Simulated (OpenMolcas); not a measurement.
N: input and output

Input:

```
&GATEWAY
Coord
1

N 0.0 0.0 0.0
Basis=ANO-RCC-VTZP
Group=XYZ
NoMove
AngMom=0.0 0.0 0.0
AMFI
&SEWARD
* reference wave functions (RASSCF and RASSI steps not shown): 5 electrons in 4 orbitals (2s 2p)
>>> COPY JOB001 $Project.JobIph
&CASPT2
Multistate=1 1
Frozen=0 0
IPEA=0.25
Imaginary=0.1
MaxIter=60
WThr=0.0 0.3 0.05
PrWF=0.5
NoMix
>>> COPY JOB002 $Project.JobIph
&CASPT2
XMultistate=8 1 2 3 4 5 6 7 8
Frozen=0 0
IPEA=0.25
Imaginary=0.1
MaxIter=60
WThr=0.0 0.3 0.05
PrWF=0.5
NoMix
>>> COPY JOB003 $Project.JobIph
&CASPT2
XMultistate=3 1 2 3
Frozen=0 0
IPEA=0.25
Imaginary=0.1
MaxIter=60
WThr=0.0 0.3 0.05
PrWF=0.5
NoMix
```

Output, cut to the results:

```
--- CASPT2 ---
Orbital specifications:
      -----------------------

      Symmetry species                           1   2
                                                ag  au
      Frozen orbitals                            0   0
      Inactive orbitals                          1   0
      Active orbitals                            1   3
      Secondary orbitals                        12  13
      Deleted orbitals                           0   0
      Number of basis functions                 14  16
Type of calculation                        SS-CASPT2
      Fock operator                              state-specific
      IPEA shift                                 0.25
      Real shift                                 0.00
      Imaginary shift                            0.10
      The input orbitals will be transformed to quasi-canonical
Reference energy:         -54.4300746171
      E2 (Non-variational):      -0.1119629161
      Shift correction:          -0.0001139266
      E2 (Variational):          -0.1120768428
      Total energy:             -54.5421514598
      Residual norm:              0.0000000976
      Reference weight:           0.96996
      Contributions to the CASPT2 correlation energy
      Active & Virtual Only:         -0.1045731100
      One Inactive Excited:          -0.0049490521
      Two Inactive Excited:          -0.0024407540
::    CASPT2 Root  1     Total energy:    -54.54215146
--- CASPT2 ---
Orbital specifications:
      -----------------------

      Symmetry species                           1   2
                                                ag  au
      Frozen orbitals                            0   0
      Inactive orbitals                          1   0
      Active orbitals                            1   3
      Secondary orbitals                        12  13
      Deleted orbitals                           0   0
      Number of basis functions                 14  16
Type of calculation                        XMS-CASPT2
      Fock operator                              state-average
      IPEA shift                                 0.25
      Real shift                                 0.00
      Imaginary shift                            0.10
      The input orbitals will be transformed to quasi-canonical
      The input states will be rotated to diagonalize the Fock operator
Reference energy:         -54.3252424658
      E2 (Non-variational):      -0.1272906788
      Shift correction:          -0.0001447374
      E2 (Variational):          -0.1274354162
      Total energy:             -54.4526778820
      Residual norm:              0.0000007172
      Reference weight:           0.96413
      Contributions to the CASPT2 correlation energy
      Active & Virtual Only:         -0.1202815826
      One Inactive Excited:          -0.0045959162
      Two Inactive Excited:          -0.0024131800
Reference energy:         -54.3252424658
      E2 (Non-variational):      -0.1265339592
      Shift correction:          -0.0001419367
      E2 (Variational):          -0.1266758959
      Total energy:             -54.4519183617
      Residual norm:              0.0000007162
      Reference weight:           0.96457
      Contributions to the CASPT2 correlation energy
      Active & Virtual Only:         -0.1195259728
      One Inactive Excited:          -0.0045948064
      Two Inactive Excited:          -0.0024131800
::    XMS-CASPT2 Root  1     Total energy:    -54.45349577
::    XMS-CASPT2 Root  2     Total energy:    -54.45325700
::    XMS-CASPT2 Root  3     Total energy:    -54.45236641
::    XMS-CASPT2 Root  4     Total energy:    -54.45168518
::    XMS-CASPT2 Root  5     Total energy:    -54.45105290
::    XMS-CASPT2 Root  6     Total energy:    -54.40970330
::    XMS-CASPT2 Root  7     Total energy:    -54.40955155
::    XMS-CASPT2 Root  8     Total energy:    -54.40948371
--- CASPT2 ---
Orbital specifications:
      -----------------------

      Symmetry species                           1   2
                                                ag  au
      Frozen orbitals                            0   0
      Inactive orbitals                          1   0
      Active orbitals                            1   3
      Secondary orbitals                        12  13
      Deleted orbitals                           0   0
      Number of basis functions                 14  16
Type of calculation                        XMS-CASPT2
      Fock operator                              state-average
      IPEA shift                                 0.25
      Real shift                                 0.00
      Imaginary shift                            0.10
      The input orbitals will be transformed to quasi-canonical
      The input states will be rotated to diagonalize the Fock operator
Reference energy:         -54.0164019389
      E2 (Non-variational):      -0.1316191646
      Shift correction:          -0.0004923568
      E2 (Variational):          -0.1321115215
      Total energy:             -54.1485134603
      Residual norm:              0.0000000615
      Reference weight:           0.94372
      Contributions to the CASPT2 correlation energy
      Active & Virtual Only:         -0.1237433336
      One Inactive Excited:          -0.0052185095
      Two Inactive Excited:          -0.0026573215
Reference energy:         -54.0164019389
      E2 (Non-variational):      -0.1321869267
      Shift correction:          -0.0005073325
      E2 (Variational):          -0.1326942592
      Total energy:             -54.1490961980
      Residual norm:              0.0000000640
      Reference weight:           0.94313
      Contributions to the CASPT2 correlation energy
      Active & Virtual Only:         -0.1243081991
      One Inactive Excited:          -0.0052214034
      Two Inactive Excited:          -0.0026573242
::    XMS-CASPT2 Root  1     Total energy:    -54.14909869
::    XMS-CASPT2 Root  2     Total energy:    -54.14851265
...
```

In XMS-CASPT2 the single-state energies belong to rotated reference states; over a whole degenerate manifold the rotation is arbitrary, and only the multistate roots count.

Levels above the lowest, from the spin-orbit matrix with the multistate effective Hamiltonian, averaged by term, added to it:

```
Configuration  Term    J  E (cm-1)  Measured (cm-1)      g  Term weight %
      2s2 2p3   4S*  3/2       0.0              0.0  2.002            100
      2s2 2p3   2D*  3/2     19700            19233  0.800            100
      2s2 2p3   2D*  5/2     19700            19224  1.200            100
      2s2 2p3   2P*  3/2     29100            28839  1.334            100
      2s2 2p3   2P*  1/2     29100            28839  0.666            100
       2s 2p4    4P  5/2     86310            88107  1.601            100
       2s 2p4    4P  3/2     86380            88151  1.735            100
       2s 2p4    4P  1/2     86410            88171  2.671            100
```

Against the 7 measured excited levels shown (NIST Handbook of Basic Atomic Spectroscopic Data) the mean absolute deviation is 970 cm-1; the largest miss in energy is 2s 2p4 4P 5/2: computed 86310, measured 88107 cm-1 (-2.0 %), and the largest in proportion 2s2 2p3 2D* 5/2 (+2.5 %).

Term energies are means over components that CASPT2 splits; among the terms shown or strongly mixed into the levels shown the widest spread is 540 cm-1 (2s2 2p3 2D*). Computed and measured levels are paired by configuration, term and J; levels that our copy of the source lacks, or whose pairing is in doubt (as where it misses far off the trend of its configuration), stay unpaired and out of the deviations. Only configurations of the active space appear. The first state left out of the spin-orbit step lies near 140000 cm-1 above the lowest spin-free state of the reference (among the parities and spins computed), and the list stops at four fifths of that energy or lower.

The term weight is that of the spin-free term in the level, not the purity of its configuration. * marks odd parity.
